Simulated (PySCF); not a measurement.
## Telling isomers of C$_{9}$H$_{14}$ apart by NMR

Theoretical values (PySCF 2.14): geometry: GFN2-xTB, shieldings: GIAO PBE0/pcSseg-1. One averaged value for each set of equivalent atoms, single conformer, no relativistic terms, isolated molecule.

δ = σ(ref) − σ, references computed at the same level: 1H (σref 31.72), 13C (σref 186.93) vs TMS. Where no couplings were computed, multiplicities follow the n + 1 count of equivalent neighbours, and m marks all less simple cases (inequivalent or close neighbours, rings, F or P nearby). Shifts are as computed. Against solution values, carbons near 30 ppm lie about +3 ppm off and those near 130 ppm about +5 ppm. Of 1211 compounds with measured shifts, 218 miss one by over three times the rms of a fit or turn the order of signals round; such compounds aren't used in these exercises.

(1) Tabulate the signals of `C=CC(C=C)=C(C)CC`, `CCC1=C(C)CCC=C1`, `C=CC(=C)C(=C)CCC`, `C=C/C=C(/C=C)CCC`, `CCC1=CC=CC1(C)C` and their relative energies.

(2) What is the quickest way to tell C=CC(C=C)=C(C)CC from C=CC(=C)C(=C)CCC?

(3) What is the quickest way to tell C=CC(=C)C(=C)CCC from C=C/C=C(/C=C)CCC?

(4) What is the quickest way to tell C=CC(C=C)=C(C)CC from CCC1=C(C)CCC=C1?

## Answers

(1) 
```tsv
SMILES	carbon types	δC	δH	E rel. (kcal/mol)
C=CC(C=C)=C(C)CC	2×C 2×CH 3×CH2 2×CH3	145.0, 144.7, 142.3, 139.2, 127.7, 125.1, 32.8, 22.6, 14.8	6.96 (m, 1H), 6.66 (m, 1H), 5.81 (m, 1H), 5.74 (m, 1H), 5.72 (m, 1H), 5.55 (m, 1H), 2.21 (q, 2H), 1.87 (s, 3H), 1.06 (t, 3H)	28.0
CCC1=C(C)CCC=C1	2×C 2×CH 3×CH2 2×CH3	139.2, 137.5, 134.9, 131.8, 32.2, 30.8, 27.3, 21.4, 18.0	6.12 (m, 1H), 5.97 (m, 1H), 2.20 (q, 2H), 2.14 (m, 2H), 2.01 (m, 2H), 1.92 (s, 3H), 1.02 (t, 3H)	0.0
C=CC(=C)C(=C)CCC	2×C 1×CH 5×CH2 1×CH3	158.9, 156.5, 147.9, 125.1, 121.2, 120.4, 49.0, 27.9, 17.5	6.78 (m, 1H), 5.86 (m, 1H), 5.55 (br s, 1H), 5.52 (m, 1H), 5.38 (m, 1H), 5.29 (m, 1H), 5.03 (br s, 1H), 2.24 (t, 2H), 1.38 (m, 2H), 1.01 (t, 3H)	27.6
C=C/C=C(/C=C)CCC	1×C 3×CH 4×CH2 1×CH3	149.0, 148.2, 140.6, 140.4, 126.1, 118.7, 32.9, 28.2, 17.4	7.01 (m, 1H), 6.55 (m, 1H), 6.17 (d, 1H), 5.58 (m, 1H), 5.53 (m, 1H), 5.52 (m, 1H), 5.42 (m, 1H), 2.33 (t, 2H), 1.46 (m, 2H), 1.09 (t, 3H)	21.7
CCC1=CC=CC1(C)C	2×C 3×CH 1×CH2 3×CH3	170.3, 155.4, 135.9, 128.1, 55.9, 24.4, 23.7, 13.0	6.56 (m, 1H), 6.54 (m, 1H), 6.11 (d, 1H), 2.22 (q, 2H), 1.35 (t, 3H), 1.10 (s, 6H)	2.2
```

Energies are electronic energies at PBE0/pcSseg-1 on these geometries, without zero-point or thermal terms, each for the one conformer computed, which needn't be the lowest.

(2) Both give the same number of carbon signals, but DEPT or the intensities differ. The first has a fully substituted alkene carbon (C) at 139.2 ppm, the second an allylic sp3 CH2 at 49.0 ppm. Their most deshielded carbons lie at 145.0 and 158.9 ppm.

(3) Both give the same number of carbon signals, but DEPT or the intensities differ. The first has an allylic sp3 CH2 at 49.0 ppm, the second an alkene CH at 140.4 ppm. Their most deshielded carbons lie at 158.9 and 149.0 ppm.

(4) Both give the same number of carbon signals, with the same numbers of each carbon type, so the positions decide. The first has a terminal =CH2 carbon at 127.7 ppm, the second an alkene CH at 131.8 ppm. Their most deshielded carbons lie at 145.0 and 139.2 ppm. In the proton spectra the most deshielded non-exchanging signals are 6.96 (m, 1H) and 6.12 (m, 1H).
